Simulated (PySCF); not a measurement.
Compound: C4H4F5 (doublet state).
Z-matrix (Å and degrees, GFN2-xTB geometry), rows numbered from 1:
```
C 
C   1  1.4726
C   2  1.5369  1  112.41
F   3  1.3563  2  110.56  1   178.72
F   3  1.3527  2  111.48  1   -63.64
C   3  1.5512  2  112.82  1    57.97
F   6  1.3334  3  111.20  2   -71.17
F   6  1.3370  3  110.73  2    48.05
F   6  1.3293  3  112.18  2   168.18
H   1  1.0700  2  120.78  3  -122.81
H   1  1.0720  2  119.70  3    54.63
H   2  1.0908  1  112.11  3   121.34
H   2  1.1000  1  111.15  3  -117.02
```

The hyperfine couplings belong to this conformer and change with its torsions.

The species is `[CH2]CC(F)(F)C(F)(F)F` [radical].

Theory: UKS B3LYP, pcH-1 on C F H, non-relativistic, mean-field spin-orbit, GIAO in PySCF 2.14.0. Geometry: GFN2-xTB, one conformer, isolated molecule. Couplings are sensitive to structure, and on GFN2-xTB geometries they can be far from those on DFT ones. Stability of the SCF solution: not tested.

Largest spin populations (Mulliken): C1 (+1.08) and C2 (-0.08). No atom but C1 exceeds +0.15. The positive populations add up to 1.18 and the negative ones to -0.18, together 2S = 1. The angles at C1 add up to 360.0°, so it is planar; its axial dipolar tensor and the negative couplings of its protons fit spin in a p orbital normal to that plane.

Problem. McConnell's relation a(H) = Q·ρ ties the coupling of a proton on a planar π carbon to the spin population of that carbon. What Q do the computed values give?

Solution. 
| H | C | ρ(C) | a(H) (G) | a/ρ (G) |
| --- | --- | --- | --- | --- |
| H10 | C1 | +1.078 | -23.61 | -21.9 |
| H11 | C1 | +1.078 | -23.10 | -21.4 |

These protons share one ρ (within 0.01), so their mean ratio, Q = -21.7 G, is no test of linearity.

Problem. How do the β-proton couplings of this frozen conformer go with θ, the angle between the C–H bond and the normal to the plane of the spin centre's three neighbours, both seen down the bond from centre to carbon?

Solution. 
```tsv
β H	on	centre	θ (°)	cos²θ	a (G)
H12	C2	C1	87	0.00	+1.26
H13	C2	C1	29	0.77	+43.52
```

Couplings in gauss use g_iso = 2.0026.

The run took 43 s of wall time (with the writing of density and orbital grids) on an Intel Xeon 6975P-C with one thread, shared host, and the process peaked at 1.0 GiB of memory.
